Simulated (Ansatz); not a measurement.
Molecule: fluoro(fluorosilyl)silane, Si2H4F2 (charge 0, singlet). SMILES: [SiH2](F)[SiH2]F
Geometry: optimised at B3LYP-D3(BJ)/def2-TZVP (Ansatz, a first-principles code).

B3LYP/6-31G* beside other levels, property by property. Terms: each state is the SCF solution reached for its charge and spin; no spin-orbit coupling; atomisation electronic, to ground-state atoms; six Cartesian d functions in 6-31G* and its kin unless marked 5d; valence correlation only; non-relativistic; UHF or UKS for open shells; dispersion terms only where a functional's name holds one. CBS marks a two-point X^-3 extrapolation of the correlation energy; Hartree-Fock from the larger set. [CCSD(T)-MP2]/basis is that difference in the basis named. Ab initio and DFT rows: single points at B3LYP-D3(BJ) geometries (Ansatz), with unscaled harmonic terms from B3LYP/6-31G* (Ansatz) at its own minima, enthalpies of formation by atomisation with measured atoms. Anions need diffuse functions, which STO-3G, LANL2DZ, def2-SVP, cc-pVDZ and Pople sets without + lack. Levels can end on unlike triplets.

Coupled cluster (Ansatz) is a level with limits of its own, used here on species with T1 under 0.025 (0.045 for open shells) and stable references: (a) RI-MP2/CBS(aug-cc-pV(T+d)Z,aug-cc-pV(Q+d)Z)+[CCSD(T)-MP2]/aug-cc-pV(T+d)Z; (b) CCSD(T)/CBS(aug-cc-pV(T+d)Z,aug-cc-pV(Q+d)Z).

| property | B3LYP/6-31G* (Ansatz) | B3LYP/def2-TZVPD (Ansatz) | PBE0/def2-TZVPD (Ansatz) | wB97M-V/def2-TZVPD (Ansatz) | to compare with |
|---|---|---|---|---|---|
| vertical triplet-singlet gap, E(triplet) - E(singlet) (eV) | 5.19 | 4.98 | 4.86 | 5.22 | 5.28 coupled cluster (a) |
| atomisation energy (kcal/mol) | 626.2 | 634.1 | 627.9 | 641.5 | 648.7 coupled cluster (b) |
| deprotonation enthalpy (H-Si bond) at 298 K, to F[SiH-][SiH2]F + H+ (kcal/mol) | 365.2 | 357.1 | 356.5 | 353.3 | 359.3 coupled cluster (b) |
| F-Si bond dissociation enthalpy at 298 K, to F[SiH2][SiH2] + F atom (kcal/mol) | 139.4 | 140.8 | 138.2 | 144.5 | 146.6 coupled cluster (b) |
| H-Si bond dissociation enthalpy at 298 K, to F[SiH][SiH2]F + H atom (kcal/mol) | 89.0 | 88.2 | 85.3 | 90.3 | 91.2 coupled cluster (b) |
| enthalpy of formation at 298 K (kcal/mol) | -147.3 | -155.2 | -148.9 | -162.5 | -169.8 coupled cluster (b) |
| vertical ionisation energy to the doublet (eV) | 10.51 | 10.67 | 10.65 | 10.78 | 11.00 coupled cluster (a) |

As the rows show:
- vertical triplet-singlet gap, E(triplet) - E(singlet): B3LYP/6-31G* lies 0.09 eV below coupled cluster.
- atomisation energy: B3LYP/6-31G* lies 22.5 kcal/mol below coupled cluster.
- deprotonation enthalpy (H-Si bond) at 298 K, to F[SiH-][SiH2]F + H+: B3LYP/6-31G* lies 5.9 kcal/mol above coupled cluster.
- F-Si bond dissociation enthalpy at 298 K, to F[SiH2][SiH2] + F atom: B3LYP/6-31G* lies 7.2 kcal/mol below coupled cluster.
- H-Si bond dissociation enthalpy at 298 K, to F[SiH][SiH2]F + H atom: B3LYP/6-31G* lies 2.2 kcal/mol below coupled cluster.
- enthalpy of formation at 298 K: B3LYP/6-31G* lies 22.5 kcal/mol above coupled cluster.
- vertical ionisation energy to the doublet: B3LYP/6-31G* lies 0.49 eV below coupled cluster.

The properties are those with a value to compare with, at most eight drawn at random. No case is left out for the size of its miss. Left out are saddle points of the reference geometry, anions that the best level run finds unbound, excited spin states, species near biochemistry, 298 K rows of species without real B3LYP wavenumbers, cases with under five habitual levels, runs that failed or that the program found above a lower state of the same kind, table entries that another table contradicts, and a share of species set aside by lot.
